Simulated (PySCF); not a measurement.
## How methods differ on the interval between two levels of Pb⁺

Pb⁺ [Xe] 4f14 5d10 6s2 6p1 [2P3/2, M_J = 3/2] → Pb⁺ [Xe] 4f14 5d10 6s2 7s1 [2S1/2, M_J = 1/2], as a difference of total energies. Calculation: PySCF 2.14, in x2c-SVPall-2c with one added diffuse shell each of s, p type (8s12p7d2f, 93 functions); the two-component X2C-1e Hamiltonian. Correlated levels: [Kr] 4d10 4f14 frozen; the 22 highest virtual spinors dropped. "Screened" scales the spin-orbit matrix elements by Boettger's factors to mimic the two-electron term; Breit and QED terms are absent.

```tsv
method	interval between two levels (cm⁻¹)
GHF (spin-free)	47213
GMP2 (spin-free)	46582
GHF (screened spin-orbit)	43431
GMP2 (screened spin-orbit)	43089
```

The spin-free rows lack the spin-orbit shift.

Errors of the correlated levels include the incompleteness of this basis and the frozen core.

Q: Which method comes closest to the reference value, and which is furthest?

A: The reference is 45367 cm⁻¹ (measured; NIST Handbook of Basic Atomic Spectroscopic Data (Sansonetti and Martin, J. Phys. Chem. Ref. Data 34, 1559 (2005))). Closest: GMP2 (spin-free) (error 1214.9 cm⁻¹); furthest: GMP2 (screened spin-orbit) (error -2278.2 cm⁻¹).
